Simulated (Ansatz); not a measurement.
A run for Ansatz (a first-principles code): R-revPBE/def2-TZVPPD on ClH3Se (a complex). Files ending in .json are basis or fitting sets from the Basis Set Exchange.

Ansatz 0.2 input:
```yaml
crystal:
  periodic: [false, false, false]
  atoms:
    - {symbol: Cl, position_ang: [0.27389745, -0.68935308, -0.39335070]}
    - {symbol: H, position_ang: [0.13762359, -0.22667304, 0.81354992]}
    - {symbol: Se, position_ang: [-0.03299106, 0.55159349, 3.19731004]}
    - {symbol: H, position_ang: [1.40280027, 0.29637002, 3.38945724]}
    - {symbol: H, position_ang: [-0.36905347, -0.81326807, 3.63065014]}
basis:
  gaussian:
    orbitals: def2-TZVPPD.json
hamiltonian:
  xc: {name: revPBE}
scf: {lower_state_search: off}
```

It printed:

```
WARN ansatz: RAYON_NUM_THREADS=1 ignored (pool sized by the plan → 1); use --threads N
Functional definition: revPBE
these checks for a lower state are left out or cut short: stability, starts, cluster_reference, orbital_swaps, neighbouring_geometries, increment
integrals: 0.07 GiB planned
924 factors; their error is unknown
mean field: 0.49 GiB planned
mean field evaluation 1: about -77913.5441 eV, gradient 1.8e1 eV
mean field evaluation 2: about -77913.6420 eV, gradient 1.7e1 eV
mean field evaluation 4: about -77914.2574 eV, gradient 7.9e-1 eV
mean field evaluation 8: about -77914.2408 eV, gradient 1.7e-1 eV
mean field evaluation 16: about -77914.2408 eV, gradient 1.5e-5 eV
mean field -77914.24079921 eV, -2863.2955372017 hartree, gradient 1.6e-6 eV, S^2 0.000000; 0 other end points of the search recorded, 0 dependent functions left out
reference -77914.24087844 eV, -2863.2955401133 hartree; 27, 27 occupied and 132, 132 virtual orbitals, 924 factors
Total energy: -77914.24087844 eV, -2863.2955401133 hartree
Checks for a lower state left out: stability, starts, cluster_reference, orbital_swaps, neighbouring_geometries, increment
```

The calculation finished and met its thresholds.

Cost: about 0.7 core-seconds (a rough figure).
